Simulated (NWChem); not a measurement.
System: InHSeCl$_{2}$; SMILES [SeH][In]([Cl])[Cl]

The following NWChem deck was run.

```
start job
memory heap 200 mb stack 900 mb global 1100 mb
geometry units angstroms noautoz
  In    -0.007983    -0.381830     0.000000
  Cl     1.891344    -1.737916     0.000000
  Cl    -2.069862    -1.484537     0.000000
  Se     0.130383     2.102477     0.000000
  H     -1.340528     2.190113     0.000000
end
basis spherical
  * library def2-svp
end
ecp
  In library def2-ecp
end
dft
  xc mpw1k
  iterations 150
  mulliken
end
task dft energy
```

Output (shortened):

```
             Northwest Computational Chemistry Package (NWChem) 7.3.0
             --------------------------------------------------------

 CS  symmetry detected

                             Geometry "geometry" -> ""
                             -------------------------

 Output coordinates in angstroms (scale by  1.889725989 to convert to a.u.)

  No.       Tag          Charge          X              Y              Z
 ---- ---------------- ---------- -------------- -------------- --------------
    1 In                  49.0000     0.01080331    -0.38326296     0.00000000
    2 Cl                  17.0000     1.96492305    -1.65912673     0.00000000
    3 Cl                  17.0000    -2.00339613    -1.57082701     0.00000000
    4 Se                  34.0000     0.04565611     2.10465016     0.00000000
    5 H                    1.0000    -1.42762773     2.13099301     0.00000000

 Effective nuclear repulsion energy (a.u.)     940.6670755712

      Symmetry information
      --------------------

 Group name             Cs
 Group number              2
 Group order               2
 No. of unique centers     5

                                 NWChem DFT Module
                                 -----------------

 Summary of "ao basis" -> "ao basis" (spherical)
 ------------------------------------------------------------------------------
       Tag                 Description            Shells   Functions and Types
 ---------------- ------------------------------  ------  ---------------------
 In                         def2-svp                10       26   4s4p2d
 Cl                         def2-svp                 8       18   4s3p1d
 Se                         def2-svp                12       32   5s4p3d
 H                          def2-svp                 3        5   2s1p

      Symmetry analysis of basis
      --------------------------

        a'         70
        a"         29

            General Information
            -------------------
          SCF calculation type: DFT
          Wavefunction type:  closed shell.
          No. of atoms     :     5
          No. of electrons :    90
           Alpha electrons :    45
            Beta electrons :    45
          Charge           :     0
          Spin multiplicity:     1
          Use of symmetry is: on ; symmetry adaption is: on
          Maximum number of iterations: 150
          AO basis - number of functions:    99
                     number of shells:    41
          Convergence on energy requested:  1.00D-06
          Convergence on density requested:  1.00D-05
          Convergence on gradient requested:  5.00D-04

              XC Information
              --------------
                        MPW1K Method XC Functional
                     Hartree-Fock (Exact) Exchange  0.428
                        mPW91  Exchange Functional  0.572
                Perdew 1991 Correlation Functional  1.000 non-local
            Perdew 1991 LDA Correlation Functional  1.000 local

             Grid Information
             ----------------
          Grid used for XC integration:  medium
          Radial quadrature: Mura-Knowles
          Angular quadrature: Lebedev.
          Tag              B.-S. Rad. Rad. Pts. Rad. Cut. Ang. Pts.
          ---              ---------- --------- --------- ---------
          In                  1.55      123          10.0       590
          Cl                  1.00       88          12.0       590
          Se                  1.15      112          10.0       590
          H                   0.35       45          12.0       434
          Grid pruning is: on
          Number of quadrature shells:   456
          Spatial weights used:  Erf1

      Superposition of Atomic Density Guess
      -------------------------------------

 Sum of atomic energies:       -3536.70840455

      Non-variational initial energy
      ------------------------------

 Total energy =   -3508.339188
 1-e energy   =   -5981.562157
 2-e energy   =    1955.799781
 HOMO         =      -0.302358
 LUMO         =      -0.061781

      Symmetry analysis of molecular orbitals - initial
      -------------------------------------------------

  Numbering of irreducible representations:

     1 a'          2 a"

  Orbital symmetries:

     1 a'          2 a'          3 a'          4 a'          5 a'
     6 a'          7 a"          8 a'          9 a'         10 a'
    11 a'         12 a'         13 a'         14 a"         15 a'
    16 a"         17 a'         18 a'         19 a"         20 a'
    21 a'         22 a'         23 a"         24 a'         25 a'
    26 a"         27 a"         28 a'         29 a'         30 a'
    31 a'         32 a"         33 a"         34 a'         35 a'
    36 a'         37 a'         38 a'         39 a'         40 a"
    41 a'         42 a"         43 a'         44 a'         45 a"
    46 a'         47 a"         48 a'         49 a'         50 a'
    51 a'         52 a"         53 a'         54 a'         55 a"

     ---------------------------------------------
      Total Density - Mulliken Population Analysis
     ---------------------------------------------

    Atom       Charge   Shell Charges
 -----------   ------   -------------------------------------------------------
    1 In  21    19.67   2.59 -0.60  0.66  0.23  3.23  2.76  0.52  0.18  9.70  0.39
    2 Cl  17    17.55   2.00  1.99  1.23  0.72  5.94  2.18  3.47  0.01
    3 Cl  17    17.55   2.00  1.99  1.23  0.72  5.94  2.18  3.47  0.01
    4 Se  34    34.41   2.00  2.00  2.00  1.33  0.53  6.00  5.98  1.92  2.62  8.20  1.75  0.07
    5 H    1     0.82   0.57  0.23  0.02

   convergence    iter        energy       DeltaE   RMS-Dens  Diis-err
 ---------------- ----- ----------------- --------- --------- ---------
 d= 0,ls=0.0,diis     1  -3512.4566681286 -4.03D+03  1.35D-02  3.90D-01
 d= 0,ls=0.0,diis     2  -3512.4740443180 -1.74D-02  6.22D-03  3.22D-01
 d= 0,ls=0.0,diis     3  -3512.5230718740 -4.90D-02  8.05D-04  4.83D-03
 d= 0,ls=0.0,diis     4  -3512.5237179542 -6.46D-04  1.97D-04  2.45D-04
 d= 0,ls=0.0,diis     5  -3512.5237611122 -4.32D-05  4.56D-05  2.29D-05
  Resetting Diis
 d= 0,ls=0.0,diis     6  -3512.5237639172 -2.81D-06  1.39D-05  1.67D-06
 d= 0,ls=0.0,diis     7  -3512.5237640879 -1.71D-07  5.42D-06  8.10D-08

         Total DFT energy =    -3512.523764087937
      One electron energy =    -5982.537128305666
           Coulomb energy =     2113.797980126519
    Exchange-Corr. energy =     -161.207804119191
 Nuclear repulsion energy =      517.423188210401

 Numeric. integr. density =       90.000010656708

                  Occupations of the irreducible representations
                  ----------------------------------------------

                     irrep           alpha         beta
                     --------     --------     --------
                     a'               33.0         33.0
                     a"               12.0         12.0

                       DFT Final Molecular Orbital Analysis
                       ------------------------------------

 Vector   43  Occ=2.000000D+00  E=-3.684073D-01  Symmetry=a'
              MO Center=  8.1D-02, -1.6D+00, -1.6D-14, r^2= 5.1D+00
   Bfn.  Coefficient  Atom+Function         Bfn.  Coefficient  Atom+Function
  ----- ------------  ---------------      ----- ------------  ---------------
    37      0.345467  2 Cl px                38      0.325211  2 Cl py
    55      0.324205  3 Cl px                56     -0.314516  3 Cl py
    34      0.254487  2 Cl px                52      0.238872  3 Cl px
    35      0.232315  2 Cl py                53     -0.223420  3 Cl py
    31      0.148137  2 Cl px                49      0.139154  3 Cl px

 Vector   44  Occ=2.000000D+00  E=-3.573927D-01  Symmetry=a'
              MO Center= -1.3D-01, -4.3D-02, -3.2D-17, r^2= 6.8D+00
   Bfn.  Coefficient  Atom+Function         Bfn.  Coefficient  Atom+Function
  ----- ------------  ---------------      ----- ------------  ---------------
    56      0.361321  3 Cl py                78      0.324870  4 Se py
    38      0.314396  2 Cl py                75      0.307776  4 Se py
    53      0.269871  3 Cl py                35      0.237285  2 Cl py
    72     -0.198264  4 Se py                12     -0.184269  1 In py
    50      0.156361  3 Cl py                21     -0.151868  1 In d  2

 Vector   45  Occ=2.000000D+00  E=-3.201902D-01  Symmetry=a"
              MO Center=  1.7D-02,  1.9D+00,  4.3D-14, r^2= 2.4D+00
   Bfn.  Coefficient  Atom+Function         Bfn.  Coefficient  Atom+Function
  ----- ------------  ---------------      ----- ------------  ---------------
    79      0.589044  4 Se pz                76      0.490006  4 Se pz
    73     -0.311797  4 Se pz                70      0.101072  4 Se pz
    13      0.095964  1 In pz                57     -0.090482  3 Cl pz
    39     -0.088211  2 Cl pz                18     -0.080710  1 In d -1
    54     -0.061145  3 Cl pz                36     -0.060191  2 Cl pz

 Vector   46  Occ=0.000000D+00  E=-7.343536D-02  Symmetry=a'
              MO Center= -1.6D-02, -9.1D-02, -6.1D-16, r^2= 5.2D+00
   Bfn.  Coefficient  Atom+Function         Bfn.  Coefficient  Atom+Function
  ----- ------------  ---------------      ----- ------------  ---------------
     4      0.706475  1 In s                  3      0.656267  1 In s
    78      0.476330  4 Se py                 1     -0.379131  1 In s
    55     -0.314584  3 Cl px                37      0.301877  2 Cl px
    75      0.266508  4 Se py                66     -0.198621  4 Se s
    38     -0.194093  2 Cl py                48     -0.186041  3 Cl s

[...]
```

Level: MPW1K/def2-SVP with def2 effective core potentials on In. The geometry was optimised at PBE0/def2-SVP. def2 effective core potentials on In; no spin-orbit coupling.
